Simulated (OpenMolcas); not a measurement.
Pd3+: moving the ligands

Pd3+ with 6 ligands (chloride) in octahedral coordination (Oh) at 2.52 Å. A charge of +0.5 e stands 2.6 Å behind each ligand. Ligand basis ANO-RCC-VDZP.

| Item | Value |
| --- | --- |
| Program | OpenMolcas 26.06 |
| Method | CASSCF |
| Basis | ANO-RCC-VTZP [7s6p4d2f1g] |
| Scalar Hamiltonian | DKH2, point nucleus |
| Active space | 7 electrons in 5 orbitals (4d) |
| State averaging | 2S+1 = 4 even, 10 roots; 2S+1 = 2 even, 40 roots |
| Spin-orbit coupling | state interaction with AMFI integrals over the reference wave functions |

Runs around this geometry, states (labels of O, the rotations of Oh). Energies in cm-1 above the lowest state or level, χT in cm3 K/mol; under a threefold ground state the first gap can be a small split of the lowest multiplet, not the spin-orbit step.

```json
{"R (Å)": "2.46", "Ground state": "2E", "First state of that spin": "11618", "First gap with spin-orbit (degeneracies)": "275.3 (4, 2)", "χT at 300 K": "1.182", "First state of another spin": "4T1 632.9"}
{"R (Å)": "2.52", "Ground state": "4T1", "First state of that spin": "4T2 11299", "First gap with spin-orbit (degeneracies)": "545.1 (2, 4)", "χT at 300 K": "2.787", "First state of another spin": "2E 1322"}
{"R (Å)": "2.62", "Ground state": "4T1", "First state of that spin": "4T2 9066", "First gap with spin-orbit (degeneracies)": "757.4 (2, 4)", "χT at 300 K": "2.880", "First state of another spin": "2E 4008"}
```

The ground state changes within this set.

Without dynamic correlation the repulsion within the d shell is too large (B by tens of per cent), so at a given field states of lower spin stand too high. With metal d orbitals alone the field can be off either way by tens of per cent. Ligand-to-metal charge-transfer states are missing. With no ligand orbital active B as a rule stays too high, so bands that hang on it stand too high and its fall with covalency is understated. Spin-orbit coupling mixes the spin-free states strongly: the lowest level takes only 62 % from its leading state, 2E (holds for R = 2.46). An orbital doublet at a regular site is open to a Jahn-Teller distortion, which this geometry leaves out (holds for R = 2.46). This shell can be high or low spin here, a state of another spin lies low, and with metal d orbitals alone active their balance is uncertain, so the ground spin may be wrong, although the usual error favours high spin (holds for R = 2.46). The least metal-like active orbital is 65 % on the metal (Löwdin) and no ligand orbital is active, so the numbers are rough, and ground spin, moment and any spin crossover can be artefacts of this space; highly charged d ions in such sites are as a rule low spin (holds for R = 2.46). An orbital triplet at a regular site is open to Jahn-Teller coupling, which can distort the site and quench the lowest spin-orbit gaps and is left out (holds for R = 2.52; R = 2.62). This shell can be high or low spin here, a state of another spin lies low, and with metal d orbitals alone active their balance is uncertain, so the ground spin may be wrong (holds for R = 2.52; R = 2.62). The least metal-like active orbital is 69 % on the metal (Löwdin) and no ligand orbital is active, so the numbers are rough, and ground spin, moment and any spin crossover can be artefacts of this space; highly charged d ions in such sites are as a rule low spin (holds for R = 2.52; R = 2.62). No measured value stands beside these numbers; the geometry was imposed, not optimised, and the real ion may take another.
